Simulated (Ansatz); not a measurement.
Mulliken charges of C$_{3}$H$_{4}$F$_{2}$Si, SMILES `CC1=C(F)[SiH]1F` from r2SCAN/def2-TZVPP in Ansatz (PBE0-D4/def2-TZVP geometry).

| atom | x (Å) | y (Å) | z (Å) | charge (e) |
| --- | --- | --- | --- | --- |
| C1 | -0.553 | -1.122 | 0.990 | -0.164 |
| C2 | 0.013 | -0.125 | 0.053 | -0.139 |
| C3 | 0.742 | -0.107 | -1.071 | 0.114 |
| F4 | 1.273 | -1.062 | -1.819 | -0.188 |
| Si5 | 0.319 | 1.541 | -0.581 | 0.589 |
| F6 | -0.812 | 2.405 | -1.302 | -0.324 |
| H7 | -0.266 | -2.140 | 0.722 | 0.064 |
| H8 | -1.644 | -1.059 | 0.992 | 0.070 |
| H9 | -0.222 | -0.920 | 2.011 | 0.063 |
| H10 | 1.233 | 2.538 | 0.008 | -0.085 |

**Question.** By hand: the dipole of these point charges (1 e Å = 4.8032 D).

**Answer.** Σ q r = (0.134, 0.032, 0.371) e Å, of length 0.396 e Å = 1.90 D.

**Question.** How does the dipole of the full density compare? (Estimate.)

**Answer.** Ansatz gave: (-0.023, -0.099, 0.383) e Å, 1.90 D; the point charges give 1.00 times that, at 30° from its direction.

Point charges leave out the atoms' own dipoles, such as those of lone pairs, and Mulliken's split depends on the basis, so the two needn't agree.
